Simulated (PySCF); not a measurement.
**Radial density of Te⁴⁷⁺ (tellurium, charge +47)**

PBEsol, [He] 2s2 2p1, 2P determinant. Calculation: PySCF 2.14, in an uncontracted even-tempered set (19 s from 22 bohr⁻², ratio 2.2; 12 p from 28 bohr⁻², ratio 2.2; 5 d from 110 bohr⁻², ratio 2.4; 5 f from 160 bohr⁻², ratio 2.4; 4 g from 240 bohr⁻², ratio 2.4); the spin-free X2C one-electron Hamiltonian (Gaussian nucleus).

```json
{"r (bohr)": "0.0244", "4πr²ρ (e/bohr)": "55.86", "4πr²(ρα − ρβ)": "1.6844"}
{"r (bohr)": "0.0410", "4πr²ρ (e/bohr)": "29.56", "4πr²(ρα − ρβ)": "5.2926"}
{"r (bohr)": "0.0690", "4πr²ρ (e/bohr)": "25.92", "4πr²(ρα − ρβ)": "9.6095"}
{"r (bohr)": "0.116", "4πr²ρ (e/bohr)": "24.75", "4πr²(ρα − ρβ)": "6.8517"}
{"r (bohr)": "0.195", "4πr²ρ (e/bohr)": "4.339", "4πr²(ρα − ρβ)": "1.0086"}
{"r (bohr)": "0.328", "4πr²ρ (e/bohr)": "0.04576", "4πr²(ρα − ρβ)": "0.0105"}
```

Densities and radii are taken from the X2C orbitals without a picture-change correction, which distorts them close to the nucleus.

Spin-orbit coupling, absent here, splits the open shell strongly.
